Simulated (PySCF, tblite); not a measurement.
Compound: C5H9BO2S.
Structure used (GFN2-xTB), in Å, numbered top down from 1:
```xyz
18
C5H9BO2S angstrom
C      2.9352   -0.5423   -0.8843
C      2.2725    0.1527    0.0205
C      1.1904    1.1394   -0.3053
O     -0.0194    0.8697    0.3926
C     -0.6818   -0.2722   -0.0293
C     -1.8584   -0.5384    0.9231
O     -3.0832   -0.1917    0.3270
B     -3.0659    0.0775   -0.9752
S     -1.4342   -0.0420   -1.7142
H      2.7317   -0.4365   -1.9374
H      3.7141   -1.2345   -0.6129
H      2.4747    0.0336    1.0768
H      0.9950    1.1582   -1.3852
H      1.4804    2.1400    0.0288
H      0.0040   -1.1258   -0.1053
H     -1.9026   -1.5971    1.1999
H     -1.7261    0.0717    1.8216
H     -4.0351    0.3438   -1.5564
```

Jobs on this species (18 atoms, 76 electrons) with PySCF (density fitting) and tblite. Hardware of each: one thread, Intel Xeon at 2.50 GHz (x86_64) (shared host). Times come from a shared host and carry two figures at best.

```tsv
level and settings	work	basis functions	SCF cycles	wall time
PBE0/pcSseg-1	shieldings, ring-centre shieldings, charges and field gradients, density and orbital grids written	205	?	?
GFN2-xTB	L-BFGS relaxation	–	–	2.7 s
GFN2-xTB	Hessian by finite differences	–	–	2.3 s
```

Problem. Fill in the missing figures.

Solution. 
- PBE0/pcSseg-1; shieldings, ring-centre shieldings, charges and field gradients, density and orbital grids written: 2.0 min, 14 SCF cycles

Problem. What do all jobs in the table cost together?

Solution. About 2.1 min; the longest takes about 96 % of that, and about 52 times as long as the shortest.
